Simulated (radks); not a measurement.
Nb38+, configuration [He] 3s1 (not the ground configuration).

All-electron calculation, Dirac Kohn-Sham, PBEsol, spin-unpolarised, spherical densities, finite nucleus; Fermi nuclear charge, rms radius 4.324 fm. Program: a radial shooting solver on a logarithmic mesh with Libxc functionals.

Energy parts (Ry):
total: -3559.94223
kinetic: 3729.02559
electron-nucleus: -7360.29669
Hartree: 123.97927
exchange-correlation: -52.65040

Orbitals (lengths in bohr, moments of r in powers of bohr; r(max) is where P^2 peaks; r(90%) holds 90 % of the orbital's charge):
orbital  occ.  eigenvalue (Ry)   r(max)  r(90%)      <r>  <1/r>  small-component weight
1s1/2       2        -1639.090  0.02343  0.0641  0.03586  42.59                2.25e-02
2s1/2       0        -396.7253   0.1265   0.223   0.1456  10.53                5.42e-03
2p1/2       0        -391.7357  0.09659   0.197   0.1217  10.47                5.37e-03
2p3/2       0        -382.8541  0.09989   0.201   0.1255  10.00                5.24e-03
3s1/2       1        -172.9537   0.3219   0.481   0.3332  4.579                2.35e-03

The highest occupied level is 3s1/2 at -2353.2 eV. The configuration is held as typed, so some empty levels lie below it. Summed over all electrons, <r^2> = 0.1298 bohr^2, which gives a Langevin (diamagnetic) susceptibility term of -0.103 x 10^-6 cm^3/mol.

Run on one thread of a shared host, so times are rough (Arm Neoverse V2): 0.03 s of CPU time, 0.03 s wall, 13 iterations on 2189 mesh points.
